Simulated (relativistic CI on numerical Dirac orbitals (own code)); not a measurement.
# Spin-allowed bands of a d2 ion in an octahedral site, by hand

Problem. Take Δ = 18000 cm⁻¹ and B = 920 cm⁻¹ for a d2 ion in an octahedral site. Calculate the three spin-allowed bands.

Working.
1. The terms of highest spin are 3F (energy 0) and 3P (15B = 13800 cm⁻¹). Here the F term splits into A2 at +1.2Δ = 21600, T2 at +0.2Δ = 3600 and T1 at −0.6Δ = -10800 cm⁻¹.
2. The two T1 states mix through the element 0.4Δ: H = [[-10800, 7200], [7200, 13800]], with roots ½(H₁₁ + H₂₂) ∓ ½√[(H₂₂ − H₁₁)² + 4H₁₂²] = ½(3000) ∓ ½(28505) = -12752 and 15752 cm⁻¹.
3. The ground term is 3T1 at -12752 cm⁻¹.
4. Bands: 3T2 16352 cm⁻¹ (612 nm), 3T1(P) 28505 cm⁻¹ (351 nm), 3A2 34352 cm⁻¹ (291 nm).

Check. Exact diagonalisation of the whole d2 shell with these parameters gives 3T2 16352, 3T1 28505, 3A2 34352 cm⁻¹. The match is exact, since without spin-orbit coupling no other term has this spin. The ratio of the second band to the first, 1.743, depends on Δ/B = 19.6 alone, which is how a Tanabe-Sugano diagram is read.
